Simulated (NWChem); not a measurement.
# AlHBr$_{2}$; SMILES [Br][AlH][Br]

This build's default masses of Se (78.918 u) and Br (79.917 u) are each other's, which moves their modes by up to 0.6 %.

Task: Give the equilibrium geometry at PBE0/def2-SVP (NWChem) as a Z-matrix, with the point group.

Result: point group C2v; any orientation.
```
Al
H 1 1.5694
Br 1 2.2447 2 120.62
Br 1 2.2447 2 120.62 3 180.00
```
